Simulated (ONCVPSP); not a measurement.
# cobalt (Co): variants of one ONCV potential

Base potential:

```
Element                 : Co (Z = 27)
Generator               : ONCVPSP 4.0.1
Type                    : optimised norm-conserving Vanderbilt (ONCV)
Functional              : PBE
Relativity              : scalar-relativistic
Frozen core             : [Ne]
Valence charge          : 17
Reference configuration : 3s2 3p6 3d7 4s1.5 (charge +0.5)
Partial waves           : 3s+4s: rc 1.15 bohr, ncon 3, nbas 6, qcut 11.1 1/bohr, 2 projectors; 3p: rc 1.15 bohr, ncon 4, nbas 7, qcut 12.4 1/bohr, 2 projectors, debl 2.5 Ha; 3d: rc 0.80 bohr, ncon 4, nbas 7, qcut 10.9 1/bohr, 2 projectors, debl 2.1 Ha
Local potential         : polynomial inside 0.60 bohr (lpopt 4, dvloc0 0 Ha)
Core correction         : none
```

In the p channel the program set the typed energies aside and used -2.567, 0.250 Ha.

Cutoffs, loose and tight: the cutoffs (Ha) at which the residual kinetic energy of the hardest occupied pseudo-wave falls to 1 and 0.1 mHa per electron. They do not see the model core or the augmentation charge, which bear on the density cutoff. Test errors are all-electron minus pseudo excitation energies from the reference, over the configurations 3s2 3p6 3d7 4s2; 3s2 3p6 3d7 4s1; 3s2 3p6 3d7 4s0; 3s2 3p6 3d7.5 4s1.5. A dash means not determined; rows that change the core or the reference have their own tests.

| change | outcome | cutoff, loose | cutoff, tight | bound ghosts | GHOST(+) flags above zero | largest test error (meV) |
| --- | --- | --- | --- | --- | --- | --- |
| base | generated, projector energies reset by the program | 266 Ha | 345 Ha | none | s, d | +0.3 |
| d: qcut 7.2 | generated, projector energies reset by the program | 284 Ha | 386 Ha | none | s | +0.4 |
| d: qcut 8.6 | generated, projector energies reset by the program | 280 Ha | 379 Ha | none | s, d | +0.4 |
| d: qcut 10.1 | generated, projector energies reset by the program | 272 Ha | 363 Ha | none | s, d | +0.3 |
| d: qcut 12.3 | generated, projector energies reset by the program | 248 Ha | 289 Ha | none | s | +0.3 |

What comes out with this change to the base: d: qcut 14.3?

outcome: generated, projector energies reset by the program; cutoff, loose: 140 Ha; cutoff, tight: 263 Ha; bound ghosts: none; GHOST(+) flags above zero: s; largest test error (meV): +0.3.

What comes out with this change to the base: d: qcut 16.2?

outcome: generated, projector energies reset by the program; cutoff, loose: 116 Ha; cutoff, tight: 156 Ha; bound ghosts: none; GHOST(+) flags above zero: s; largest test error (meV): -0.4.

Reading the sweep of the qcut of the d channel (base included, trends over the rows without a ghost): The loose cutoff falls from 284 Ha at 7.2 to 116 Ha at 16.2 1/bohr. The median size of the test errors (rows with all tests solved) stays near 0.3 meV.
